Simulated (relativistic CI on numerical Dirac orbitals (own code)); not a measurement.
# Ru⁺: 4p photoemission

Computed with this model: Dirac-Coulomb-Breit CI, KLI orbitals optimised for each configuration, a model potential for QED, multiplet model of photoemission in the sudden approximation, unscaled Slater integrals; configurations [Kr] 4d7 → [Ar] 3d10 4s2 4p5 4d7; 300 K; Lorentzian 1.2 eV and Gaussian 0.6 eV FWHM. Energies are those of the free ion, without screening or charge transfer. The energies are binding energies and can lie tens of eV above those of solids. S is read from ⟨S²⟩ = S(S + 1).

Field parameters in Wybourne normalisation: D3d B²₀ = −7Dσ, B⁴₀ = −14Dq − 21Dτ, B⁴₃ = −14√(10/7) Dq. The field is a parameter set, without covalency.

free ion: ground-state S = 1.49, centroid 62.59 eV. Peaks (eV, height): 56.0 (100), 58.8 (86), 64.4 (68), 68.2 (14), 70.0 (19), 73.0 (55).

D3d, 10Dq = 13550, Dσ = -1200, Dτ = -160 cm⁻¹: ground-state S = 1.48, centroid 62.63 eV. Peaks (eV, height): 56.8 (98), 57.8 (100), 64.6 (41), 68.6 (18), 72.8 (46).

D3d, 10Dq = 13550, Dσ = -240, Dτ = -160 cm⁻¹: ground-state S = 1.48, centroid 62.62 eV. Peaks (eV, height): 56.6 (100), 57.8 (95), 60.4 (65), 64.4 (45), 68.4 (18), 73.0 (48).

D3d, 10Dq = 13550, Dσ = 240, Dτ = -160 cm⁻¹: ground-state S = 1.48, centroid 62.61 eV. Peaks (eV, height): 56.4 (100), 57.8 (86), 60.4 (64), 64.4 (44), 68.2 (17), 73.0 (47).

Strongest unbroadened transitions for D3d, 10Dq = 13550, Dσ = 240, Dτ = -160 cm⁻¹:

| Energy (eV) | Relative strength |
| --- | --- |
| 56.27 | 100.0 |
| 56.29 | 40.4 |
| 56.54 | 10.6 |
| 56.62 | 14.4 |
| 57.40 | 7.8 |
| 57.56 | 8.0 |
| 57.59 | 17.7 |
| 57.69 | 8.6 |
| 57.91 | 11.7 |
| 58.31 | 11.8 |
| 58.67 | 8.8 |
| 60.63 | 8.5 |
| 64.38 | 10.5 |
| 70.77 | 9.0 |
| 71.92 | 7.8 |
| 72.21 | 9.0 |
| 73.04 | 11.3 |
| 73.09 | 8.3 |
